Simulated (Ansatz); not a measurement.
Isomers of H₆NSbSi, relaxed with PBE0-D4/def2-TZVP in Ansatz; electronic energies, one conformer each and not always the lowest. Functionals use def2-TZVPP; CBS adds triple-zeta CCSD(T) − MP2 to the MP2 limit of def2-TZVPP and def2-QZVPP.

Elements past krypton have def2 core potentials. Outer-core shells of Sb are correlated without core-valence functions. Spin–orbit coupling is left out.

Problem. Order them by energy at frozen-core CCSD(T)/CBS, lowest first. (Estimate.)
A. `[SiH3][NH][SbH2]`
B. `[NH2][SbH][SiH3]`
C. `N[SiH2][SbH2]`

Solution. C (0.0 kJ/mol), A (41.3 kJ/mol), B (68.0 kJ/mol).

Problem. How do B3LYP-D4, PBE-D4, MP2/CBS(def2), r2SCAN-D4 place them (kJ/mol, against `N[SiH2][SbH2]`)? (Best estimate.)

Solution. Computed: 
| isomer | B3LYP-D4 | PBE-D4 | MP2/CBS(def2) | r2SCAN-D4 |
| --- | --- | --- | --- | --- |
| `[SiH3][NH][SbH2]` | 40.8 | 52.3 | 42.2 | 47.2 |
| `[NH2][SbH][SiH3]` | 67.5 | 62.0 | 70.4 | 68.8 |

B3LYP here is the variant with VWN-RPA as its local correlation; programs differ in this.
